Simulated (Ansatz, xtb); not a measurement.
**CH5KSn: which of two structures lies lower**

Structure I is a singlet given by its coordinates and structure II is a singlet given by its coordinates. Both are isolated molecules in the gas phase, relaxed with B3LYP-D3(BJ)/def2-SVP.

I (Å):

```yaml
atoms:
  - { symbol: C, position_ang: [-0.7656, 0.2863, 0.8540] }
  - { symbol: K, position_ang: [1.5353, -1.5928, -0.2776] }
  - { symbol: Sn, position_ang: [-0.6898, 0.5938, -1.4401] }
  - { symbol: H, position_ang: [-0.0196, -0.3295, 1.3975] }
  - { symbol: H, position_ang: [-0.7144, 1.2882, 1.3108] }
  - { symbol: H, position_ang: [-0.5261, -1.2469, -1.7160] }
  - { symbol: H, position_ang: [1.1767, 0.6558, -1.4128] }
  - { symbol: H, position_ang: [-1.7542, -0.1362, 1.0988] }
```

Close contacts (Å): C1–K2 3.18, C1–Sn3 2.32, K2–Sn3 3.33, C1–H4 1.11, C1–H5 1.10, C1–H8 1.10, K2–H4 2.61, K2–H6 2.54, K2–H7 2.54, Sn3–H6 1.87, Sn3–H7 1.87.

II (Å):

```tsv
atom	x (Å)	y (Å)	z (Å)
C	0.1895	-0.6566	-1.3405
K	1.6317	-0.2108	1.1873
Sn	-1.3430	0.5461	-0.0437
H	0.0248	1.6840	0.5161
H	-0.3071	-0.8491	-2.3038
H	1.1179	-0.1055	-1.5864
H	0.4548	-1.6524	-0.9354
H	-0.9128	-0.5036	1.4369
```

Close contacts (Å): C1–K2 2.94, C1–Sn3 2.34, K2–Sn3 3.31, C1–H5 1.10, C1–H6 1.11, C1–H7 1.11, K2–H4 2.57, K2–H6 2.82, K2–H7 2.82, K2–H8 2.57, Sn3–H4 1.87, Sn3–H8 1.87.

Problem. Estimate which is lower in electronic energy at CCSD(T)/def2-TZVP, and by roughly how much.

Solution. Too close to call at this level: CCSD(T)/def2-TZVP gives E(II) − E(I) = −0.46 kcal/mol.

How the difference moves with the method:

| level | geometry | E(II) − E(I) (kcal/mol) | departure from the last row (kcal/mol) | job, with rough time for the two |
| --- | --- | --- | --- | --- |
| B3LYP-D3(BJ)/def2-SVP | B3LYP-D3(BJ)/def2-SVP | −0.35 | +0.11 | optimisation, 71 s |
| HF/def2-TZVP | B3LYP-D3(BJ)/def2-SVP | +0.13 | +0.59 | part of the CCSD(T) run |
| MP2/def2-TZVP | B3LYP-D3(BJ)/def2-SVP | −0.46 | 0.00 | part of the CCSD(T) run |
| CCSD(T)/def2-TZVP | B3LYP-D3(BJ)/def2-SVP | −0.46 |  | single point, 53 s |

The largest departure from CCSD(T)/def2-TZVP is that of HF/def2-TZVP, 0.59 kcal/mol. Levels run at GFN2-xTB geometries aren't shown.

With harmonic frequencies from B3LYP-D3(BJ)/def2-SVP (ideal gas, rigid rotor, one conformer each, 298.15 K, 1 atm): on the last row, ΔE + ΔZPE = −0.33 kcal/mol. A mode under 50 cm⁻¹ makes harmonic enthalpies and free energies unreliable, so none is given.

The correlated steps freeze 10 core orbitals; the filled d shell of Sn is correlated; the last core shell of K is correlated, in a basis made for valence electrons. Atoms past krypton carry core potentials in the def2 sets and no spin–orbit term is included. Run with Ansatz 0.2.0; the last row on 2 threads of Arm Neoverse V2 on a shared host.
